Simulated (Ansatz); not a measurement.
Ansatz (a quantum-chemistry and plane-wave program) input (CCSD(T)/aug-cc-pVDZ):

Ansatz 0.2 input:
```yaml
crystal:
  periodic: [false, false, false]
  atoms:
    - {symbol: C, position_ang: [1.18542969, -0.38450131, -0.18488548]}
    - {symbol: C, position_ang: [0.01177011, 0.02005974, 0.00595913]}
    - {symbol: O, position_ang: [-1.17207120, 0.27784900, 0.14939956]}
    - {symbol: H, position_ang: [2.19337076, -0.03614256, -0.12163843]}
basis:
  gaussian:
    orbitals: aug-cc-pVDZ
total_charge: -1
magnetization: {spin_polarized: false}
correlation: {method: ccsd_t, electrons: outside_noble_gas}
output: {forces: true}
```

Output:

```
Functional definition: HF
integrals: 0.06 GiB planned
782 factors; integrals over basis functions are off by at most 6.5e-4 eV
mean field: 0.15 GiB planned
mean field evaluation 1: about -4110.6323 eV, gradient 2.8e1 eV
mean field evaluation 2: about -4110.6333 eV, gradient 2.8e1 eV
mean field evaluation 4: about -4112.7426 eV, gradient 3.3e0 eV
mean field evaluation 8: about -4112.7866 eV, gradient 3.2e-1 eV
mean field evaluation 16: about -4112.7413 eV, gradient 3.3e0 eV
mean field -4112.78772217 eV, -151.1421610421 hartree, gradient 1.3e-6 eV, S^2 0.000000; 0 other end points of the search recorded, 0 dependent functions left out
3 core orbitals not correlated
reference -4112.78772217 eV, -151.1421610421 hartree; 8, 8 occupied and 67, 67 virtual orbitals, 782 factors
densities: 0.29 GiB planned
second order -12.89886048 eV of doubles, -0.00000000 eV of singles
coupled cluster: 0.21 GiB planned
cycle   1  -12.49749881 eV  change    4.0e-1 eV  update   1.1e-1
cycle   2  -12.89931313 eV  change   -4.0e-1 eV  update   4.1e-2
cycle   3  -13.01098777 eV  change   -1.1e-1 eV  update   1.9e-2
cycle   4  -13.01066386 eV  change    3.2e-4 eV  update   5.7e-3
cycle   5  -13.00693506 eV  change    3.7e-3 eV  update   2.1e-3
cycle   6  -13.00772497 eV  change   -7.9e-4 eV  update   8.8e-4
cycle   7  -13.00777210 eV  change   -4.7e-5 eV  update   3.8e-4
cycle   8  -13.00758366 eV  change    1.9e-4 eV  update   2.0e-4
cycle   9  -13.00757820 eV  change    5.5e-6 eV  update   8.4e-5
cycle  10  -13.00764760 eV  change   -6.9e-5 eV  update   3.4e-5
cycle  11  -13.00759663 eV  change    5.1e-5 eV  update   1.5e-5
cycle  12  -13.00759758 eV  change   -9.4e-7 eV  update   5.8e-6
cycle  13  -13.00759974 eV  change   -2.2e-6 eV  update   2.5e-6
perturbative correction -0.63137832 eV, -0.0232027253 hartree
the calculation of the forces begins
Total energy: -4126.42670023 eV, -151.6433842411 hartree
Atom 0 at     1.185430    -0.384501    -0.184885 Å, force     1.789663    -1.047376    -0.431541 eV/Å
Atom 1 at     0.011770     0.020060     0.005959 Å, force    -0.762334     0.533095     0.212207 eV/Å
Atom 2 at    -1.172071     0.277849     0.149400 Å, force    -1.605788     0.315913     0.183545 eV/Å
Atom 3 at     2.193371    -0.036143    -0.121638 Å, force     0.578459     0.198367     0.035789 eV/Å
Dipole moment:    -0.040904     0.242068     0.081072 e Å
```

It need not be the lowest isomer of its formula. Whether it binds its extra electron was not tested at this geometry.
